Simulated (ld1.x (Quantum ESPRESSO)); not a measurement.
Br: variants of one ultrasoft potential

Base potential:

* Element: bromine
* Generator: ld1.x (Quantum ESPRESSO) 7.5
* Type: ultrasoft
* Functional: PBE
* Relativity: scalar-relativistic
* Frozen core: [Ar]
* Valence charge: 17
* Reference configuration: 3d10 4s2 4p5
* Partial waves: 4s (bound): rcut 1.35, rcutus 1.55 bohr; 4s channel at -0.85 Ry: rcut 1.35, rcutus 1.55 bohr; 4p (bound): rcut 1.40, rcutus 1.75 bohr; 4p channel at 0.1 Ry: rcut 1.40, rcutus 1.75 bohr; 3d (bound): rcut 0.85, rcutus 0.95 bohr; 3d channel at -3.05 Ry: rcut 0.85, rcutus 0.95 bohr
* Local potential: all-electron potential smoothed inside 0.85 bohr (lloc = -1)
* Core correction: Bessel-smoothed model core, default radius (core density twice the valence density)
* Augmentation charge: built from norm-conserving waves at rcut, not smoothed further

Cutoffs, loose and tight: the cutoffs (Ry, on a coarse ladder) from which the occupation-weighted sum of valence levels, in a spherical-Bessel basis at the reference potential, stays within 10 and 1 mRy of its value at 400 Ry. They do not see the model core or the augmentation charge, which bear on the density cutoff. Test errors are all-electron minus pseudo excitation energies from the reference, over the configurations 3d10 4s2 4p4; 3d10 4s2 4p3; 3d10 4s2 4p2; 3d10 4s2 4p5.3; 3d10 4s2 4p1; 3d10 4s1 4p5; 3d10 4s2 4p4.5. A dash means not determined; rows that change the core or the reference have their own tests. The largest error is taken over the tests solved by every variant that gives reliable tests at all: 3d10 4s2 4p2; 3d10 4s2 4p3; 3d10 4s2 4p4; 3d10 4s2 4p5.3.

A true bound ghost makes a file unfit for plane-wave use even where its test errors are small: the radial tests pick states by their node count and pass the ghost by.

Cutoffs are not given where the Bessel-basis levels miss the radial ones by over 6 mRy, ghosts where they miss by over 20 mRy; a channel whose overlap is not positive is not tested.

```csv
change,outcome,"cutoff, loose","cutoff, tight",bound ghosts,largest test error (meV)
base,generated,180 Ry,300 Ry,s,-5.9
"all radii but the core radius scaled by about 1.08 (s 1.68, p 1.88, d 1.02 bohr, rcut 1.46/1.52/0.92); local potential all-electron potential smoothed inside 0.92 bohr (lloc = -1)",generated,–,–,s,-4.1
"all radii but the core radius scaled by about 1.15 (s 1.78, p 2.02, d 1.10 bohr, rcut 1.56/1.60/0.98); local potential all-electron potential smoothed inside 0.98 bohr (lloc = -1)",generated,–,–,s,-3.4
"all radii but the core radius scaled by about 1.28 (s 1.98, p 2.24, d 1.22 bohr, rcut 1.72/1.80/1.08); local potential all-electron potential smoothed inside 1.08 bohr (lloc = -1)",generated,–,–,s,-3.9
"all radii but the core radius scaled by about 1.37 (s 2.12, p 2.40, d 1.30 bohr, rcut 1.86/1.92/1.16); local potential all-electron potential smoothed inside 1.16 bohr (lloc = -1)",generated,–,–,s,-4.9
```

Task: What comes out with this change to the base: all radii but the core radius scaled by about 0.79 (s 1.22, p 1.38, d 0.76 bohr, rcut 1.06/1.10/0.68); local potential all-electron potential smoothed inside 0.68 bohr (lloc = -1)?

Result: outcome: failed: run_pseudo: Errors in PS-KS equation. Cause: the pseudo-atom solver did not find the valence states with the expected number of nodes, which is the usual sign of a ghost state.

Task: What comes out with this change to the base: all radii but the core radius scaled by about 0.86 (s 1.34, p 1.50, d 0.82 bohr, rcut 1.16/1.20/0.74); local potential all-electron potential smoothed inside 0.74 bohr (lloc = -1)?

Result: outcome: generated; cutoff, loose: 260 Ry; cutoff, tight: over 300 Ry; bound ghosts: s, p; largest test error (meV): -7.5.

Reading the sweep of the scale of all radii but the core radius (base = 1) (base included, trends over the rows without a ghost): Bound ghosts are found at 0.86, 1, 1.08, 1.15, 1.28, 1.37. Every judged row has one, so this setting neither creates nor removes them. The generation fails at 0.79.
